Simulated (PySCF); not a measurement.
## Bonding in `C[C@H]([SiH3])C#N`

Compound: C3H7NSi.
Atom-mapped SMILES: `[CH3:1][C@H:2]([SiH3:3])[C:4]#[N:5]` (hydrogens: H6, H7, H8 on C1; H9 on C2; H10, H11, H12 on Si3)

Cartesian coordinates in Å at the GFN2-xTB level; atoms count from 1:
```xyz
12
C3H7NSi angstrom
C     -0.8802   -0.8294    0.8024
C     -0.4092    0.0231   -0.3795
Si     1.5106    0.1398   -0.4767
C     -0.9469    1.3459   -0.2773
N     -1.3559    2.4106   -0.1754
H     -0.5421   -0.3993    1.7433
H     -0.4795   -1.8377    0.7196
H     -1.9679   -0.8911    0.8278
H     -0.7881   -0.4116   -1.3114
H      2.0039    0.7441    0.7586
H      1.8634    0.9404   -1.6460
H      1.9932   -1.2355   -0.6113
```

Bond orders from the PBE0/pcSseg-1 density (PySCF). Isolated species at its GFN2-xTB geometry, gas phase.

Q: Where do the orders between heavy atoms depart from those drawn in the SMILES?

A: The largest departure is 0.170, at C2–Si3 (drawn single, 0.830). Drawn single, order below 0.88: C2–Si3 (0.830).

Q: Set the Mayer orders of the bonds beside their lengths.

A: 
```json
{"bond": "C1–C2", "drawn as": "single", "length (Å)": "1.531", "Mayer order": "1.019"}
{"bond": "C2–Si3", "drawn as": "single", "length (Å)": "1.926", "Mayer order": "0.830"}
{"bond": "C2–C4", "drawn as": "single", "length (Å)": "1.432", "Mayer order": "0.996"}
{"bond": "C4–N5", "drawn as": "triple", "length (Å)": "1.145", "Mayer order": "3.047"}
{"bond": "C1–H6", "drawn as": "single", "length (Å)": "1.088", "Mayer order": "0.961"}
{"bond": "C1–H7", "drawn as": "single", "length (Å)": "1.088", "Mayer order": "0.962"}
{"bond": "C1–H8", "drawn as": "single", "length (Å)": "1.090", "Mayer order": "0.962"}
{"bond": "C2–H9", "drawn as": "single", "length (Å)": "1.096", "Mayer order": "0.911"}
{"bond": "Si3–H10", "drawn as": "single", "length (Å)": "1.461", "Mayer order": "0.948"}
{"bond": "Si3–H11", "drawn as": "single", "length (Å)": "1.460", "Mayer order": "0.950"}
{"bond": "Si3–H12", "drawn as": "single", "length (Å)": "1.464", "Mayer order": "0.938"}
```

Bonds between the same two heavy elements. C–C: lowest C2–C4 (0.996, 1.432 Å), highest C1–C2 (1.019, 1.531 Å); in 1 of the 1 pairs the longer bond (by over 0.003 Å) has the higher order (by 0.02 or more).

Q: Sum the orders of all bonds at each heavy atom with more than one neighbour and set the sums beside the valence in the SMILES.

A: C1 3.904 (drawn 4), C2 3.756 (drawn 4), Si3 3.666 (drawn 4), C4 4.043 (drawn 4). Orders between atoms that aren't bonded are not in these sums.

For a closed shell the Mayer order of atoms A and B is Σ (PS)μν (PS)νμ over the basis functions μ on A and ν on B, with P the density and S the overlap matrix.
